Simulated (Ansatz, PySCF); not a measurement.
Species: sum formula SiHCl₂ (charge 0, doublet). It need not be the lowest isomer of its formula. 
Coordinates optimised at B3LYP-D3(BJ)/def2-TZVP (Ansatz, a first-principles code):
```xyz
4

Cl    -0.0444    -1.6964     0.3495
Si    -0.5203     0.0665    -0.6084
Cl     0.4756     1.6440     0.2700
H     -0.0476    -0.0405    -2.0131
```
Charge 0, spin multiplicity 2.

Wanted: atomisation energy (electronic, to ground-state atoms), in kcal/mol. Correlated levels leave the core frozen unless marked. UHF or UKS for open shells. No spin-orbit coupling. No relativistic terms. The coupled-cluster limit lacks core correlation, which all-electron functionals hold. CBS marks a two-point X^-3 extrapolation of the correlation energy; Hartree-Fock from the larger set. The bracket is a focal-point correction in the basis named.

| level | program | atomisation energy (kcal/mol) |
|---|---|---|
| PBE-D3(BJ)/def2-TZVPD | Ansatz + dftd3 | … |
| BP86-D3(BJ)/def2-TZVPD | PySCF + dftd3 | … |
| M06-L-D4/def2-TZVPD | PySCF + dftd4 | … |
| r2SCAN-D4/def2-TZVPD | Ansatz + dftd4 | 265.9 |
| B97M-V/def2-TZVPD | Ansatz | 265.7 |
| PBE0/STO-3G | Ansatz | 316.1 |
| PBE0/6-31G* | Ansatz | 249.6 |
| B2PLYP-D3(BJ)/def2-TZVPD | Ansatz + dftd3 | 255.9 |
| B2PLYP/def2-TZVPD | Ansatz | 253.3 |
| CCSD/6-31G | Ansatz | … |
| RI-MP2/CBS(aug-cc-pV(T+d)Z,aug-cc-pV(Q+d)Z)+[CCSD(T)-MP2]/aug-cc-pV(T+d)Z | Ansatz | 259.8 |

### Question
What belongs in the gaps?

### Answer

- PBE-D3(BJ)/def2-TZVPD, atomisation energy (kcal/mol): 264.4
- BP86-D3(BJ)/def2-TZVPD, atomisation energy (kcal/mol): 267.0
- M06-L-D4/def2-TZVPD, atomisation energy (kcal/mol): 270.1
- CCSD/6-31G, atomisation energy (kcal/mol): 164.3
